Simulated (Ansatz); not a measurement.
Mulliken charges of BrF2Sn (`[F][Sn]([F])[Br]`) radical from PBE/def2-TZVPP in Ansatz (PBE0-D4/def2-TZVP geometry).

| atom | x (Å) | y (Å) | z (Å) | charge (e) |
| --- | --- | --- | --- | --- |
| F1 | -0.840 | -0.495 | 1.540 | -0.398 |
| Sn2 | 0.280 | 0.435 | 0.299 | 1.037 |
| F3 | 1.635 | -0.859 | -0.088 | -0.398 |
| Br4 | -1.020 | 0.859 | -1.771 | -0.241 |

**Question.** By hand: the dipole of these point charges (1 e Å = 4.8032 D).

**Answer.** Σ q r = (0.220, 0.783, 0.159) e Å, of length 0.829 e Å = 3.98 D.

**Question.** How does the dipole of the full density compare? (Estimate.)

**Answer.** The calculation gave: (0.075, 0.523, -0.003) e Å, 2.54 D; the point charges give 1.57 times that, at 14° from its direction.

Point charges leave out the atoms' own dipoles, such as those of lone pairs, and Mulliken's split depends on the basis, so the two needn't agree.
